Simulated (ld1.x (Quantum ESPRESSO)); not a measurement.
**What one change does to a pseudopotential (neon (Ne), TM semilocal)**

* Element: Ne
* Generator: ld1.x (Quantum ESPRESSO) 7.5
* Type: norm-conserving Troullier–Martins (semilocal form)
* Functional: PBE
* Relativity: scalar-relativistic
* Frozen core: [He]
* Valence charge: 8
* Reference configuration: 2s2 2p5 (charge +1)
* Partial waves: 2s (bound): rc 0.55 bohr; 2p (bound): rc 0.90 bohr
* Local potential: the p channel
* Core correction: none

Change: type ultrasoft, which also changes the form from semilocal to separable; waves now 2s (bound): rcut 0.50, rcutus 0.55 bohr; 2s channel at -3 Ry: rcut 0.50, rcutus 0.55 bohr; 2p (bound): rcut 0.80, rcutus 0.90 bohr; 2p channel at 1 Ry: rcut 0.80, rcutus 0.90 bohr; local potential all-electron potential smoothed inside 0.60 bohr (lloc = -2); augmentation PSQ, inside the norm-conserving radii.

Cutoffs: the cutoffs (Ry, on a coarse ladder) from which the occupation-weighted sum of valence levels, in a spherical-Bessel basis at the reference potential, stays within 10 and 1 mRy of its value at 400 Ry; they do not see the model core or the augmentation charge, which bear on the density cutoff. Errors are all-electron minus pseudo energies relative to the spin-unpolarised reference configuration.

Question: Predict the effect on cutoff, ghosts and configuration errors.

Answer: Of the 6 tests that both files solve, the error grows in 1 and shrinks in 3 by more than 15 % and 0.3 meV (median size 10.4 → 11.0 meV); neither file shows a bound ghost. In the semilocal form every listed channel keeps its own potential, so the choice of the local channel does not act on these tests. It acts once the file is put into the separable form. A semilocal file is local in each channel, so a ghost entry of none says nothing of the separable form that plane-wave codes build from it. Several settings change at once here, so the effects cannot be laid on one of them.

```csv
quantity,base,changed
"cutoff, loose",260 Ry,120 Ry
"cutoff, tight",over 300 Ry,230 Ry
loose cutoff by channel (10 mRy a level),"s 120 Ry, p 140 Ry","s 110 Ry, p 80 Ry"
bound ghosts,none,none
"error for 2s2 2p6, meV [ΔE -22.48 eV]",-2.1,-2.2
"error for 2s2 2p4, meV [ΔE 43.27 eV]",+0.5,-11
"error for 2s2 2p3, meV [ΔE 110.70 eV]",+56,-40
"error for 2s1 2p6, meV [ΔE 23.41 eV]",+19,+11
"error for 2s2 2p5.5, meV [ΔE -13.61 eV]",+0.3,-0.3
"error for 2s2 2p2, meV [ΔE 205.33 eV]",+312,-59
s: phases at 1.00 bohr within 0.05 rad from the reference energy up to (Ry; the scan ends near 5),to the end of the scan,to the end of the scan
p: phases at 1.00 bohr within 0.05 rad from the reference energy up to (Ry; the scan ends near 5),to the end of the scan,to the end of the scan
```
